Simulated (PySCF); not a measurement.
Correlation energy of O³⁺ (oxygen, charge +3)

[He] 2s2 2p1, 2P determinant. All numbers are calculated (PySCF 2.14, the non-relativistic Hamiltonian (point nucleus), in def2-QZVPPD). Frozen: 1s2; 3 electrons correlated.

MP2 pair energies summed by pair of shells (mhartree):

| pair | energy | share (%) |
| --- | --- | --- |
| 2s-2s | -38.95 | 59.4 |
| 2s-2p | -26.61 | 40.6 |

Total MP2 correlation energy: -65.56 mhartree.

Same-spin part -4.10 and opposite-spin part -61.46 mhartree; SCS-MP2 scales them by 1/3 and 6/5 to -75.12 mhartree.
